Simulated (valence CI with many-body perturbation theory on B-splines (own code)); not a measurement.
## Questions on Nd XL

Computed by valence CI with perturbative core correlation (CI+MBPT): three valence electrons over a frozen Dirac-Fock core [Ar], radial functions for each j: 7 s, 7 p, 8 d, 6 f, 4 g, 1 h, with the one-electron correlation potential Σ1, the two-electron term Σ2, the three-electron term Σ3, Breit, model QED; selected CI, second order for the rest, scaled by the run's own slope (own B-spline code, finite nucleus).

No measured spectrum was set against this ion. As an estimate, large intervals hold to a few tenths of a per cent, small ones and those within an open d or f shell to about a per cent. Only levels of the ground parity were solved; by the run's estimate the other parity begins above the list, which can be wrong where configurations are misplaced.

Levels are named by their leading jj configuration (3d3/2^4 stands for four electrons in 3d with j = 3/2), which in mixed levels can hold well under half, so a name can repeat and another be missing.

Rates and lifetimes use the calculated energies. Strong lines usually hold to 10 to 20 %, long lifetimes can be off by a factor of two.

(1) What is the ground level?

(2) How well does LS coupling describe the low levels?

(3) Name the longest-lived excited levels whose lifetime is computed, and their main decay.

(4) What is the ionisation energy?

Answers

(1) (3d3/2^3) J=3/2, composition 56 % 3d3 4F + 33 % 3d3 2D + 8 % 3d3 2P, g = 0.646.

(2) Among the lowest 19 levels the leading LS term, summed over configurations, holds 60 % on average. For single configurations the figures are 60 % in LS and 91 % in jj coupling. Terms mix most in the J = 3/2 level at 212730 cm⁻¹, where the leading one holds 40 %.

(3) (3d3/2^2 3d5/2) J=9/2 at 233420 cm⁻¹ lives 143 ms, mostly by M1 to (3d3/2^2 3d5/2) J=7/2.

(4) 2862.4 eV; NIST lists 2861 ± 4 eV (theoretical).
